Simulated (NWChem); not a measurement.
**Total energies of sulfuric acid (H₂O₄S)**

```
S
O 1 1.4590
O 1 1.4590 2 125.32
O 1 1.6456 2 108.68 3 -125.29
H 4 0.9822 1 106.62 2 -27.83
O 1 1.6456 2 105.15 5 -96.08
H 6 0.9822 1 106.62 2 -164.20
```
Charge 0, spin multiplicity 1.

Everything below was run with NWChem. The geometry was optimised at PBE/def2-SVP, a minimum by its harmonic frequencies. It is one conformer; others weren't searched.

Basis set: 6-31G* (78 functions).

```
method   total energy (Ha)  relative cost
-------  -----------------  -------------
RHF             -698.01896              1
MP2             -698.88359        under 3
B2PLYP          -699.79015              3
PBE             -699.72754        under 3
B3LYP           -700.19426        under 3
M06-2X          -700.04743        under 3
CCSD(T)         -698.91477             60
```

Total energies of different functionals aren't comparable as a measure of quality: only differences taken within one method are. The cost column gives rough processor time relative to RHF; each entry includes its own SCF.

The correlated methods keep 9 core orbitals frozen. B3LYP has NWChem's definition, with VWN1-RPA local correlation. The Pople sets run with spherical d functions. Coupled-cluster values serve here as a point of comparison, not as the truth.
